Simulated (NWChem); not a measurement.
# Basis-set convergence for diarsenic (As2)

```xyz
2

As     0.0000     0.0000     1.0456
As     0.0000     0.0000    -1.0456
```
Charge 0, spin multiplicity 1.

The numbers come from NWChem runs, not from measurements. The geometry was optimised at PBE0/def2-SVP, a minimum by its harmonic frequencies.

Quantity: first vertical ionisation energy at the level G0W0@PBE0.

The Hamiltonian is non-relativistic. GW and range-separated runs recompute their integrals, the others keep them in memory, which bears on the times.

Costs are rough ratios of processor time within this set of runs, SCF included, with def2-SVP as 1.

Task: In def2-QZVP the value is 9.62 eV. Among def2-SVP, def2-SVPD, def2-TZVPP, def2-TZVPD, which is the smallest basis within 0.2 eV of it?

Result: def2-TZVPP, with 96 functions against 150 and about 20 % of the time (also within reach: def2-TZVPD). def2-QZVP isn't the basis-set limit itself, and a small set can land close by cancellation.

```json
[
 {"basis": "def2-SVP", "functions": "64", "first vertical ionisation energy (eV)": "9.14", "relative cost": "1"},
 {"basis": "def2-SVPD", "functions": "76", "first vertical ionisation energy (eV)": "9.14", "relative cost": "under 3"},
 {"basis": "def2-TZVPP", "functions": "96", "first vertical ionisation energy (eV)": "9.44", "relative cost": "4"},
 {"basis": "def2-TZVPD", "functions": "108", "first vertical ionisation energy (eV)": "9.44", "relative cost": "5"},
 {"basis": "def2-QZVP", "functions": "150", "first vertical ionisation energy (eV)": "9.62", "relative cost": "20"}
]
```
